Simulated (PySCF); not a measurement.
# Te⁺ (tellurium, charge +1) across methods

[Kr] 4d10 5s1 5p4, high-spin 4P determinant (an excited configuration). Computed with PySCF 2.14 in ANO-RCC-VTZP (7s6p4d2f1g, 68 functions), with the spin-free X2C one-electron Hamiltonian (Gaussian nucleus).

| method | E (hartree) | mean ε 5s α (eV) | mean ε 5p α (eV) | mean ε 5p β (eV) | Σ⟨r²⟩ (bohr²) | ⟨S²⟩ |
| --- | --- | --- | --- | --- | --- | --- |
| PBE0 | -6792.47 | -27.270 | -16.511 | -13.975 | 50.95 | 3.754 |
| LDA | -6786.43 | -25.286 | -15.287 | -13.377 | 50.81 | 3.752 |
| PBE | -6792.39 | -25.116 | -15.207 | -13.206 | 50.94 | 3.753 |
| r2SCAN | -6792.83 | -26.027 | -15.705 | -13.227 | 50.93 | 3.758 |
| M06-2X | -6793.43 | -29.488 | -17.811 | -14.389 | 51.00 | 3.761 |
| HSE06 | -6792.40 | -26.778 | -16.059 | -13.627 | 51.00 | 3.754 |
| UHF | -6790.00680 | -32.889 | -19.714 | -15.015 | 51.80 | 3.764 |

Q: Estimate the same row for BHandHLYP.

A: E (hartree) = -6792.81; mean ε 5s α (eV) = -29.123; mean ε 5p α (eV) = -17.480; mean ε 5p β (eV) = -14.694; Σ⟨r²⟩ (bohr²) = 51.13; ⟨S²⟩ = 3.755.
